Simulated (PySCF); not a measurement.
C2H2BCl. Atoms are numbered in the order given.

```xyz
6

B     -0.7751    -0.0679     0.0000
C     -0.1643     1.3153     0.0000
C      0.3051     2.4406     0.0000
H      0.7231     3.4311     0.0000
Cl     0.2513    -1.4935     0.0000
H     -1.9641    -0.2370     0.0000
```

Coordinates come from a B3LYP-D3(BJ)/def2-SVP optimisation.

The numbers are results of PBE0/pcSseg-2 run with PySCF, not measurements.

GIAO shieldings, no solvent; atoms alike by connectivity are averaged. δ = σ(ref) − σ: ¹¹B against BF3 (σ = 88.8 ppm); ¹³C against TMS (σ = 186.1 ppm); ¹H against TMS (σ = 31.54 ppm); ³⁵Cl against HCl (σ = 943.3 ppm), references at their B3LYP-D3(BJ)/def2-TZVP geometries, non-relativistic (without spin–orbit terms, shifts of atoms bonded to Cl or Br come out too high).

```json
[
 {"nucleus": "¹¹B", "atoms": "B1", "count": "1", "δ (ppm)": "47.3"},
 {"nucleus": "¹³C", "atoms": "C3", "count": "1", "δ (ppm)": "128.1"},
 {"nucleus": "¹³C", "atoms": "C2", "count": "1", "δ (ppm)": "98.5"},
 {"nucleus": "¹H", "atoms": "H6", "count": "1", "δ (ppm)": "6.46"},
 {"nucleus": "¹H", "atoms": "H4", "count": "1", "δ (ppm)": "4.48"},
 {"nucleus": "³⁵Cl", "atoms": "Cl5", "count": "1", "δ (ppm)": "323.9"}
]
```
